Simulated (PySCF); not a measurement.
## Radial density of Mn⁺ (manganese, charge +1)

PBE0, [Ar] 3d5 4s1, high-spin 7S determinant. Calculation: PySCF 2.14, in def2-SVP; the non-relativistic Hamiltonian (point nucleus).

```tsv
r (bohr)	4πr²ρ (e/bohr)	4πr²(ρα − ρβ)
0.00114	0.1589	0.0001
0.00191	0.4388	0.0002
0.00322	1.171	0.0005
0.00541	2.954	0.0014
0.00910	6.973	0.0031
0.0153	14.46	0.0062
0.0257	24.53	0.0093
0.0433	29.88	0.0078
0.0728	24.83	0.0036
0.122	25.35	0.0501
0.206	32.98	0.3591
0.347	17.16	1.5180
0.583	13.14	3.7650
0.980	12.02	3.8544
1.65	2.875	1.7636
2.77	0.6260	0.6091
4.67	0.09442	0.0944
```
